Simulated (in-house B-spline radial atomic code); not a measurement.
Results of a calculation; reference values are marked as such.
## Extrapolating the RPA correlation energy in partial waves: Ga³⁺

All-electron RPA on PBE0 orbitals from an all-electron radial atomic-structure program (B-spline basis), scalar-relativistic (spin-free one-electron X2C), finite nucleus, configuration [Ar] 3d10. With empty states up to angular momentum L the sums are:

```
L  E_c(L) (hartree)
4         -1.862392
5         -1.970952
6         -2.023872
7         -2.051851
8         -2.067227
9         -2.076347
```

For large l each further wave adds A/(l + 1/2)⁴, because the basis must build the cusp where two electrons meet.

(1) Estimate the limit from L = 8 and L = 9.

(2) How good is the estimate?

Results:

(1) Wave 9 adds -0.009120, against a sum of (l + 1/2)⁻⁴ of 1.22774e-04, so A = -74.283. The sum over l > 9 is ζ(4, 10.5) = 3.3168e-04, close to 1/(3 × 10³) = 3.3333e-04. The tail is -0.024638 and the limit -2.10099 hartree.

(2) A run to L = 11 sums to -2.08584 and extrapolates to -2.09850 hartree, 0.93 millihartree from the run before. The estimate differs from that by -2.48 millihartree, while the bare sum at L = 9 misses 22.2 millihartree (1.1 %).
